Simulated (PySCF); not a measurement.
## Multinuclear NMR of C$_{4}$H$_{2}$NP$_{3}$

Geometry:
| atom | x (Å) | y (Å) | z (Å) |
| --- | --- | --- | --- |
| N1 | 3.692 | -0.116 | -0.357 |
| C2 | 2.550 | -0.079 | -0.246 |
| C3 | 1.147 | -0.035 | -0.111 |
| P4 | 0.463 | 1.514 | -0.571 |
| C5 | -1.238 | 1.340 | -0.331 |
| P6 | -2.283 | 0.071 | 0.214 |
| C7 | -1.234 | -1.262 | 0.563 |
| P8 | 0.468 | -1.541 | 0.480 |
| H9 | -1.782 | 2.248 | -0.585 |
| H10 | -1.775 | -2.136 | 0.921 |

[PySCF 2.14.0 with density-fitted response routines: PBE0/pcSseg-1 with gauge-including orbitals; structure optimised with GFN2-xTB; rapidly exchanging positions averaged; one conformer; isolated molecule; relativity neglected]

Question: What are the $^{31}$P shifts?

Answer: 
| atoms | environment | σ (ppm) | δ (ppm) |
| --- | --- | --- | --- |
| P4/P8 | phosphorus bonded to 2 C, in a 6-membered ring | 15.1 | 257.6 |
| P6 | phosphorus bonded to 2 C, in a 6-membered ring | 53.2 | 226.1 |

Shieldings were converted by a linear fit to measured shifts: $^{31}$P: δ = 270.09 − 0.828σ (rms 18.1 ppm, 64 shifts vs H3PO4, solution or neat liquid). A few per cent of atoms miss by over 2 rms, more outside the fitted compound classes.

On a 300 MHz spectrometer $^{31}$P resonates near 121.4 MHz, so 1 ppm is 121.4 Hz.

Question: Where does $^{15}$N resonate?

Answer: 
| atoms | environment | σ (ppm) | δ (ppm) |
| --- | --- | --- | --- |
| N1 | nitrile nitrogen | -82.9 | -71.7 |

Shieldings were converted by a linear fit to measured shifts: $^{15}$N: δ = -148.07 − 0.921σ (rms 6.3 ppm, 71 shifts vs CH3NO2, solution or neat liquid). Occasional misses reach two or three times the rms, and more in compound classes unlike the fitted ones.

On a 400 MHz spectrometer $^{15}$N resonates near 40.5 MHz, so 1 ppm is 40.5 Hz.
